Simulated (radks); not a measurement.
The numbers below are computed, except where a source is named.
Valence configurations of Hg III (all share [Xe]). Level of theory: Dirac Kohn-Sham, BLYP, spin-unpolarised, spherical densities, finite nucleus; open shells fill j = l - 1/2 first; Fermi nuclear charge, rms radius 5.4648 fm (a radial shooting solver on a logarithmic mesh with Libxc functionals). Energies are relative to 4f14 5d10; eigenvalues in eV.

valence,E (eV),e(4f5/2),e(4f7/2),e(5d3/2),e(5d5/2),e(6p1/2)
4f14 5d10,0.000,-117.02,-112.82,-29.826,-27.907,-
4f14 5d9 6s1,5.088,-120.85,-116.65,-32.573,-30.561,-
4f14 5d8 6s2,11.587,-124.88,-120.68,-35.419,-33.312,-
4f13.5 5d10 6s0.5,46.454,-125.07,-120.81,-32.007,-29.961,-
4f13 5d10 6s1,96.556,-133.34,-129.02,-34.286,-32.113,-
4f13 5d10 6p1,104.27,-134.60,-130.28,-35.444,-33.255,-18.084
4f13 5d9 6s2,104.34,-137.52,-133.20,-37.271,-35.001,-
4f12 5d10 6s2,208.10,-150.51,-146.05,-39.112,-36.678,-
4f12 5d10 6s1 6p1,216.31,-151.76,-147.30,-40.258,-37.809,-19.225
4f12 5d10 6p2,224.66,-152.98,-148.52,-41.365,-38.901,-19.811

NIST lists [Xe] 4f14 5d10 as the ground configuration; this level of theory agrees among the configurations tried. The energies are those of spherical spin-averaged densities, not of single terms.
